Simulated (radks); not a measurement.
The nuclear charge of neutral zirconium is varied continuously with 40 electrons held in [Kr] 4d2 5s2. Method: scalar-relativistic Kohn-Sham, r2SCAN, spin-polarised, spherical densities, finite nucleus; open shells are filled with parallel spins first (spin-orbit coupling, left out, can overturn this in heavy ions); meta-GGA in the generalised Kohn-Sham scheme; Fermi nuclear charge, rms radius 4.2694 fm; computed with a radial shooting solver on a logarithmic mesh with Libxc functionals. By the Hellmann-Feynman theorem dE/dZ = E(electron-nucleus)/Z, the electronic potential at the nucleus (averaged over a nucleus of fixed radius). The scalar-relativistic energy here is not variational (the density holds large components alone), so the two differ by a part that grows with Z.

Z,E (hartree),E(electron-nucleus)/Z (hartree),HOMO,e(HOMO) (eV),<r> HOMO (bohr)
39.8,-3555.79188,-215.161,4d,-2.520,2.384
40,-3599.06041,-216.636,5s,-4.111,3.961
40.2,-3642.62538,-218.109,5s,-5.383,3.786
40.4,-3686.48644,-219.580,5s,-6.746,3.632
40.6,-3730.64336,-221.051,5s,-8.192,3.496
40.8,-3775.09596,-222.520,5s,-9.718,3.374
41,-3819.84413,-223.989,5s,-11.318,3.263

The central difference of E at Z = 40 is -217.084 hartree, to compare with the third column; the second derivative is -7.41 hartree.
